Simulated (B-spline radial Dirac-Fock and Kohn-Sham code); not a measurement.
**Kohn-Sham estimates against Dirac-Fock for the levels of Pm⁴⁷⁺**

System: the Pm⁴⁷⁺ ion in the configuration [Ne] 3s2 3p2.

The density-functional columns are spherical, spin-unpolarised Dirac-Kohn-Sham results without Breit or QED terms: −ε is minus the orbital energy of the initial state and ΔSCF the difference of two total energies. The reference in the last column comes from relaxed Dirac-Fock hole states (ΔSCF) with Breit and QED corrections and a finite nucleus. All numbers are from a radial finite-basis atomic code, in eV; a selection of levels is shown. The Kohn-Sham columns are given as differences from the reference. For the 1s level of heavy atoms much of the gap between ΔSCF and the reference is the Breit and QED part, -183.5 eV here; for other levels the error of the functional can be larger.

```tsv
level	LDA −ε − DF	LDA ΔSCF − DF	Dirac-Fock
K	-304.0	+174.4	48461.3
L1	-157.9	-40.8	10528.9
L2	-115.3	+25.3	10145.2
L3	-120.5	+10.3	9574.3
M1	-41.5	+7.1	4184.1
M2,3	-44.4	+5.8	3964.8
```

Values without a named source are computed, but for edge energies of neutral atoms, which are taken from tables.
